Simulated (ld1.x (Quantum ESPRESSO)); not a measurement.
## nitrogen (N), TM: configuration errors across variants

* Element: nitrogen (N)
* Generator: ld1.x (Quantum ESPRESSO) 7.5
* Type: norm-conserving Troullier–Martins (Kleinman–Bylander form)
* Functional: PBEsol
* Relativity: scalar-relativistic
* Frozen core: [He]
* Valence charge: 5
* Reference configuration: 2s2 2p1 (charge +2)
* Partial waves: 2p (bound): rc 2.25 bohr; 3d channel at 0.05 Ry: rc 2.15 bohr; 2s (bound): rc 1.00 bohr
* Local potential: the s channel
* Core correction: Bessel-smoothed model core inside 0.45 bohr

All-electron excitation energies from the reference (eV): (1) 2s2 2p3 -42.258; (2) 2s2 2p2 -28.737; (3) 2s2 2p0 46.885; (4) 2s0 2p5 -19.363; (5) 2s1 2p3 -17.023; (6) 2s2 2p3.3 -43.862; (7) 2s2 2p2.5 -37.195.

3 further variants failed, have other tests or another functional or relativity, and are left out.

A true bound ghost makes a file unfit for plane-wave use even where its test errors are small: the radial tests pick states by their node count and pass the ghost by.

Errors AE − PS in meV (a dash: test not solved or not reliable):

```tsv
change	(1)	(2)	(3)	(4)	(5)	(6)	(7)	bound ghosts
base	+535	+235	+530	+1243	+529	+583	+405	none
core correction Bessel-smoothed model core inside 0.58 bohr	+537	+236	+534	+1246	+530	+585	+407	none
all radii but the core radius scaled by about 0.79 (s 0.80, p 1.78, d 1.70 bohr)	+209	+99	+258	+518	+232	+224	+164	none
wave 3d channel at 0.05 Ry: rc 2.15 bohr becomes 3d channel at 0.05 Ry: rc 3.32 bohr	+535	+235	+530	+1243	+529	+583	+405	none
wave 3d channel at 0.05 Ry: rc 2.15 bohr becomes 3d channel at 4.02 Ry: rc 2.15 bohr	+535	+235	+530	+1243	+529	+583	+405	d
wave 2p (bound): rc 2.25 bohr becomes 2p (bound): rc 1.42 bohr	+85	+42	+124	+219	+100	+91	+68	none
wave 2s (bound): rc 1.00 bohr becomes 2s (bound): rc 1.30 bohr	+577	+250	+557	+1320	+561	+631	+434	none
wave 3d channel at 0.05 Ry: rc 2.15 bohr becomes 3d channel at 0.02 Ry: rc 2.15 bohr	+535	+235	+530	+1243	+529	+583	+405	none
```

(1) Give the same row for: wave 2s (bound): rc 1.00 bohr becomes 2s (bound): rc 0.80 bohr.

## Answers

(1) +531, +233, +527, +1234, +525, +578, +402; bound ghosts: none.
